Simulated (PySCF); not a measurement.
4-fluoro-2-phenylthiophene (C10H7FS), SMILES c1(-c2ccccc2)cc(cs1)F. Atoms are numbered in the order given.

```xyz
19

F      3.6998    -1.4760     0.2099
C      2.6800    -0.6211     0.1003
C      2.8411     0.7288    -0.0686
S      1.2992     1.5066    -0.1732
C      0.4405    -0.0080     0.0008
C     -1.0263    -0.0487    -0.0039
C     -1.7101    -1.1209     0.6013
C     -3.1031    -1.1747     0.5920
C     -3.8458    -0.1552    -0.0114
C     -3.1799     0.9182    -0.6096
C     -1.7863     0.9692    -0.6103
C      1.3271    -1.0555     0.1431
H      3.7722     1.2870    -0.1306
H     -1.1425    -1.9084     1.1004
H     -3.6134    -2.0147     1.0695
H     -4.9374    -0.1967    -0.0141
H     -3.7492     1.7188    -1.0878
H     -1.2773     1.8011    -1.1029
H      1.0397    -2.1011     0.2461
```
Charge 0, spin multiplicity 1.

The structure is a stationary point at B3LYP-D3(BJ)/def2-SVP. The values are those of a single conformer.

Two levels are set side by side: PBE/pcSseg-1 (PySCF) and HF/pcSseg-1 (PySCF). GIAO shifts against CFCl3 (¹⁹F), H2S (³³S), TMS (¹H), TMS (¹³C) at the same level; non-relativistic, no solvent, atoms listed together averaged. Differences are taken from unrounded values.

```csv
quantity,PBE
δ(¹⁹F) of F1 (ppm),-148.3
δ(¹³C) of C2 (ppm),168.8
δ(¹³C) of C3 (ppm),110.7
δ(³³S) of S4 (ppm),405.4
δ(¹³C) of C5 (ppm),152.5
δ(¹³C) of C6 (ppm),139.7
"δ(¹³C) of C7, C11 (ppm)",130.3
"δ(¹³C) of C8, C10 (ppm)",134.8
δ(¹³C) of C9 (ppm),133.7
δ(¹³C) of C12 (ppm),117.5
δ(¹H) of H13 (ppm),6.69
"δ(¹H) of H15, H17 (ppm)",7.68
δ(¹H) of H16 (ppm),7.56
δ(¹H) of H19 (ppm),7.29
```

Q: These are the PBE values. What does HF give? (Estimate from the structure and the level; the computed values follow.)

A: 
```
quantity                     HF  PBE minus HF
-----------------------  ------  ------------
δ(¹⁹F) of F1 (ppm)       -113.7         -34.7
δ(¹³C) of C2 (ppm)        166.8           2.0
δ(¹³C) of C3 (ppm)        115.9          -5.3
δ(³³S) of S4 (ppm)        339.8          65.6
δ(¹³C) of C5 (ppm)        162.2          -9.7
δ(¹³C) of C6 (ppm)        143.0          -3.2
δ(¹³C) of C7, C11 (ppm)   136.0          -5.7
δ(¹³C) of C8, C10 (ppm)   139.0          -4.2
δ(¹³C) of C9 (ppm)        139.3          -5.6
δ(¹³C) of C12 (ppm)       121.3          -3.8
δ(¹H) of H13 (ppm)         7.10         -0.42
δ(¹H) of H15, H17 (ppm)    7.96         -0.28
δ(¹H) of H16 (ppm)         7.88         -0.32
δ(¹H) of H19 (ppm)         7.61         -0.32
```

Rough cost on one machine, each run with all the roots and properties that it gave: HF against PBE within a factor of 2.
